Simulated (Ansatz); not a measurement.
`O[SiH]([SiH3])[TeH]` + `C1[SiH2][AsH]1` → `[SiH3][As]1C[SiH2]1` + `O[SiH2][TeH]` at 298.15 K and 1 bar (cleavage of the Si–Si bond).

Isolated molecules relaxed with PBE0-D4/def2-TZVP in Ansatz; ΔE leaves out vibrations. CBS: MP2 limit from def2 TZ/QZ plus the TZ coupled-cluster correction, frozen cores. def2 core potentials past Kr. For As, Te outer-core shells are correlated without core-valence functions, which leaves a few kJ/mol of doubt a bond. Scalar relativity is left out up to krypton. One conformer a species, not always the lowest.

```tsv
species	CCSD(T)/CBS energy (Eh)	H − E (kJ/mol)	S (J/(mol·K))
`O[SiH]([SiH3])[TeH]`	-924.72516	169.4	389.3
`C1[SiH2][AsH]1`	-2565.12158	149.3	296.8
`[SiH3][As]1C[SiH2]1`	-2855.41741	202.8	353.3
`O[SiH2][TeH]`	-634.44375	118.0	328.5
```

H − E and S are ideal-gas, rigid-rotor, harmonic terms from PBE0-D4/def2-TZVP, for one conformer and one mirror image of each species. 1 Eh = 2625.50 kJ/mol, R = 8.31446 J/(mol·K).

By hand: ΔE, ΔH, ΔS and ΔG.

ΔE = (-2855.41741) + (-634.44375) − (-924.72516) − (-2565.12158) = -0.01442 Eh = -37.9 kJ/mol. Δ(H − E) = 202.8 + 118.0 − 169.4 − 149.3 = 2.1, so ΔH = -35.8 kJ/mol. ΔS = 353.3 + 328.5 − 389.3 − 296.8 = -4.3 J/(mol·K). ΔG = -35.8 − 298.15 × (-4.3)/1000 = -34.5 kJ/mol.

By hand: the equilibrium constant, and the temperature at which ΔG would vanish if ΔH and ΔS stayed fixed.

log₁₀ K = −ΔG/(RT ln 10) = 6.0. ΔG = 0 at ΔH/ΔS = 8326 K, far beyond where these terms or the molecules hold.

The number of gas molecules stays the same, so ΔS is small and ΔH decides. A doubt of 5 kJ/mol in ΔE shifts log₁₀ K by 0.9 here. Other conformers and mirror images would add mixing entropy, several J/(mol·K) or more a flexible species. These are equilibria of isolated gas molecules and say nothing of rates. Largest T1 diagnostic: 0.012 (customary marks: 0.02 for closed shells, 0.045 for open ones).
